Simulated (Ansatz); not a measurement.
Stepwise reaction of `C[N](C)[In]([SH])[N](C)C` with hydrogen fluoride, as a gas-phase model of exchange steps in deposition or etching. ΔE in kJ/mol.

Calculated with Ansatz (gas phase, PBE0-D4/def2-TZVP geometries, no zero-point term in ΔE). CCSD(T)/CBS is the MP2 limit (def2-TZVPP, def2-QZVPP) plus CCSD(T) − MP2 in def2-TZVPP, frozen cores. This one scheme is used for every species. DFT in def2-TZVPP. B3LYP here is the variant with VWN-RPA as its local correlation; programs differ in this. def2 core potentials past Kr. For In outer-core shells are correlated without core-valence functions, which leaves a few kJ/mol of doubt a bond. One conformer a species, not always the lowest.

```csv
step,reaction,PBE-D4,B3LYP-D4,ωB97M-V,CCSD(T)/CBS
1,`C[N](C)[In]([SH])[N](C)C` + H–F → `C[N](C)[In]([F])[SH]` + `CNC`,-68.8,-71.3,-71.5,-56.7
2,`C[N](C)[In]([F])[SH]` + H–F → `[F][In]([F])[SH]` + `CNC`,-45.8,-48.0,-47.7,-32.5
```

Task: By hand: ΔE of the 2 steps together at CCSD(T)/CBS.

Result: (-56.7) + (-32.5) = -89.2 kJ/mol, or -44.6 kJ/mol a step.

In ΔE each step is higher than the one before. All are downhill at CCSD(T)/CBS. PBE-D4 differs from CCSD(T)/CBS by -13.3 to -12.1 kJ/mol a step. Isolated molecules leave out the surface, adducts and barriers. Largest T1 diagnostic: 0.016.
